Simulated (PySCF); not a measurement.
# Assignment exercise: C5H8F2O2Si

Atom-mapped SMILES (the numbers label the heavy atoms): `[O:1]=[CH:2][C@@:3]1([F:4])[O:5][C@@H:6]([F:7])[CH2:8][CH2:9][SiH2:10]1`. Hydrogens are named by the atom that carries them. Ha(C8), Ha(C9), Ha(Si10) are cis to F7 on the ring; Hb(C8), Hb(C9), Hb(Si10) are trans to F7 on the ring.

PySCF 2.14 calculation with shieldings: GIAO PBE0/pcSseg-1 and GFN2-xTB geometry; relativity neglected, isolated molecule, a single conformation.

Referencing at the same level of theory: TMS for $^{13}$C (σref 186.93) and $^{1}$H (σref 31.72).

**Question.** Assign these signals to the numbered atoms. $^{13}$C{$^{1}$H} NMR (computed): δ 201.3 (CH), 116.4 (C), 111.3 (CH), 29.2 (CH2), -1.1 (CH2).

**Answer.** 
201.3 → C2, aldehyde carbonyl carbon: low-lying n→π* states of the double bond to the heteroatom give a large paramagnetic term (-262 ppm)
116.4 → C3, fully substituted sp3 carbon bonded to F and O and Si, α to a carbonyl: 2 electronegative neighbours deshield it
111.3 → C6, sp3 CH bonded to F and O: 2 electronegative neighbours deshield it
29.2 → C8, sp3 CH2 in a ring: aliphatic region, no heteroatom directly attached
-1.1 → C9, sp3 CH2 bonded to Si: an electropositive neighbour leaves it electron-rich and shielded

**Question.** Assign these signals to the numbered atoms. $^{1}$H NMR (400 MHz, computed): δ 9.88 (m, 1H), 6.12 (m, 1H), 4.37 (m, 1H), 4.03 (m, 1H), 2.38 (m, 1H), 2.35 (m, 1H), 1.29 (m, 1H), 1.16 (m, 1H).

**Answer.** 
```tsv
δ (ppm)	atoms	environment	reason
9.88	H(C2)	hydrogen on an aldehyde carbonyl carbon	the C=O anisotropy and electron withdrawal place aldehyde protons far downfield
6.12	H(C6)	hydrogen on an sp3 CH bonded to F and O	its carbon carries F and O, which withdraws density
4.37	Ha(Si10)	hydrogen on a silicon bonded to 2 C, in a 6-membered ring	–
4.03	Hb(Si10)	hydrogen on a silicon bonded to 2 C, in a 6-membered ring	–
2.38	Ha(C8)	hydrogen on an sp3 CH2 in a ring	–
2.35	Hb(C8)	hydrogen on an sp3 CH2 in a ring	–
1.29	Ha(C9)	hydrogen on an sp3 CH2 bonded to Si	–
1.16	Hb(C9)	hydrogen on an sp3 CH2 bonded to Si	–
```

Ha(C8) and Hb(C8) lie closer than the usual error of such a calculation, so a measured spectrum could show them in the other order.

Splittings by $^{19}$F in the carbon and heteronuclear signals aren't shown, as no couplings were computed. Shifts are as computed. Against solution values, carbons near 30 ppm lie about +3 ppm off and those near 130 ppm about +5 ppm. Of 1309 compounds with measured shifts, 239 miss one by over three times the rms of a fit or turn the order of signals round; such compounds aren't used in these exercises. No couplings were computed; multiplicities are counted from neighbouring protons, with m where these are inequivalent, close in shift, in a saturated or five-membered ring or joined by F or P, and br s for small geminal =CH2 splittings.
